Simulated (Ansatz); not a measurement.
System: BGeH4, charge 0, doublet. BGeH4 (SMILES [BH2][GeH2], doublet).
B3LYP-D3(BJ)/def2-TZVP minimum from Ansatz (an electronic-structure program):
```
Ge
H 1 1.5375
H 1 1.5375 2 109.60
B 1 1.9814 2 125.20 3 -180.00
H 4 1.1875 1 118.95 2 180.00
H 4 1.1875 5 122.09 1 -180.00
```
Charge 0, spin multiplicity 2.

Total energies in cc-pVTZ, 11 correlated electrons, 15 frozen orbitals. UHF or UKS for unpaired electrons; spin-orbit terms are left out. Correlated methods leave the cores frozen (noble-gas shells, and filled d and f shells in the p block). No relativity.

```csv
method,program,energy (Eh),minus CCSDT(Q) (mEh)
HF,Ansatz,-2102.36785,255.15
MP2,Ansatz,-2102.57650,46.50
CCSD,Ansatz,-2102.61354,9.46
CCSD(T),Ansatz,-2102.62150,1.50
CCSDT(Q),Ansatz,-2102.62300,0.00
```

Rough core times of Ansatz's runs on a shared machine: CCSD(T) under 20 s, CCSDT(Q) 40 min.
